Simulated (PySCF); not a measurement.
**Telling isomers of C7H12NP apart by NMR**

Theoretical values (PySCF 2.14.0 with density-fitted response routines): shieldings: GIAO PBE0/pcSseg-1, geometry from GFN2-xTB. Relativity neglected, isolated molecule, one computed conformer, fast rotation and ring inversion assumed for equivalent nuclei.

Referencing at the same level of theory: TMS for $^{1}$H (31.72 ppm) and $^{13}$C (186.93 ppm). Splittings of carbon signals by F and P are missing where no couplings were computed. Where no couplings were computed, multiplicities follow the n + 1 count of equivalent neighbours, and m marks all less simple cases (inequivalent or close neighbours, rings, F or P nearby). Shifts are as computed. Against solution values, carbons near 30 ppm lie about +3 ppm off and those near 130 ppm about +5 ppm. Of 1211 compounds with measured shifts, 218 miss one by over three times the rms of a fit or turn the order of signals round; such compounds aren't used in these exercises.

(1) Tabulate the signals of `CCc1cpcn1CC`, `N#CCP1CCCCC1`, `CC#C/P=C(\C)N(C)C` and their relative energies.

(2) What is the quickest way to tell CCc1cpcn1CC from N#CCP1CCCCC1?

(3) What is the quickest way to tell CCc1cpcn1CC from CC#C/P=C(\C)N(C)C?

(4) What is the quickest way to tell N#CCP1CCCCC1 from CC#C/P=C(\C)N(C)C?

Answers

(1) 
| SMILES | carbon types | δC | δH | E rel. (kcal/mol) |
| --- | --- | --- | --- | --- |
| CCc1cpcn1CC | 1×C 2×CH 2×CH2 2×CH3 | 158.5, 146.3, 134.1, 47.7, 26.7, 20.5, 19.5 | 7.84 (m, 1H), 7.02 (m, 1H), 4.04 (q, 2H), 2.77 (q, 2H), 1.36 (t, 3H), 1.21 (t, 3H) | 0.0 |
| N#CCP1CCCCC1 | 1×C 6×CH2 | 121.2, 31.0, 28.1, 27.8, 16.2 | 2.27 (m, 2H), 1.85 (m, 4H), 1.82 (m, 4H), 1.51 (m, 2H) | 2.3 |
| CC#C/P=C(\C)N(C)C | 3×C 4×CH3 | 211.7, 114.2, 87.8, 43.4, 26.3, 7.0 | 3.01 (s, 6H), 2.83 (m, 3H), 2.25 (s, 3H) | 54.9 |

Energies are electronic energies at PBE0/pcSseg-1 on these geometries, without zero-point or thermal terms, each for the one conformer computed, which needn't be the lowest.

(2) Count the carbon signals: 7 against 5. The first has an aromatic CH next to a ring nitrogen at 158.5 ppm, the second a nitrile carbon (C) at 121.2 ppm. In the proton spectra the most deshielded non-exchanging signals are 7.84 (m, 1H) and 2.27 (m, 2H).

(3) Count the carbon signals: 7 against 6. The first has an aromatic CH next to a ring nitrogen at 158.5 ppm, the second a carbon double-bonded to a heavier main-group atom (C) at 211.7 ppm. In the proton spectra the most deshielded non-exchanging signals are 7.84 (m, 1H) and 3.01 (s, 6H).

(4) Count the carbon signals: 5 against 6. The first has an sp3 CH2 in a ring at 31.0 ppm, the second a carbon double-bonded to a heavier main-group atom (C) at 211.7 ppm. Their most deshielded carbons lie at 121.2 and 211.7 ppm. In the proton spectra the most deshielded non-exchanging signals are 2.27 (m, 2H) and 3.01 (s, 6H).
